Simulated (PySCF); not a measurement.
SiHF, SMILES F[SiH] (connectivity only; charge and spin as stated), neutral, multiplicity 1.

Geometry optimised at PBE-D3(BJ)/def2-TZVPD. The isomer is the one that the SMILES or the coordinates give; other isomers of the formula were not compared.

All values below come from PBE-D3(BJ)/def2-TZVPD (PySCF 2.14.0).

Frequencies are harmonic and unscaled.

Computed normal modes with their intensities:
```csv
mode,ν (cm⁻¹),IR (km/mol),moving atoms (share of kinetic energy)
1,796,112.0,"F 60 %, Si 38 %"
2,828,58.0,H 89 %
3,1890,372.6,H 96 %
```
